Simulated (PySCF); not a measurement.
PySCF 2.14 output of an unrestricted PBE0 calculation on a single atom or ion in x2c-TZVPPall, with scalar relativity by spin-free X2C-1e:

```
SCF conv_tol = 1e-09
number electrons alpha = 12  beta = 9
    C. Adamo and V. Barone.,  J. Chem. Phys. 110, 6158 (1999)
    M. Ernzerhof and G. E. Scuseria.,  J. Chem. Phys. 110, 5029 (1999)
cycle= 1 E= -947.968066421691  delta_E= -0.00467  |g|= 0.00918  |ddm|= 0.15
cycle= 2 E= -947.968096439051  delta_E= -3e-05  |g|= 0.00328  |ddm|= 0.0133
cycle= 3 E= -947.96809875275  delta_E= -2.31e-06  |g|= 0.000981  |ddm|= 0.00426
cycle= 4 E= -947.968099004349  delta_E= -2.52e-07  |g|= 2.76e-05  |ddm|= 0.000773
cycle= 5 E= -947.96809900473  delta_E= -3.81e-10  |g|= 3.73e-06  |ddm|= 6.55e-05
converged SCF energy = -947.96809900473  <S^2> = 3.7506448  2S+1 = 4.0003224
```

The run itself started from symmetry-adapted Hartree-Fock orbitals and held the occupation by maximum overlap, on a logarithmic radial grid, so the iterations belong to that start.

Problem. Which element, charge and spin multiplicity is this?

Solution. V²⁺ (vanadium, charge +2), multiplicity 4; the state was [Ar] 3d2 4s1, high-spin 4F determinant (an excited configuration).
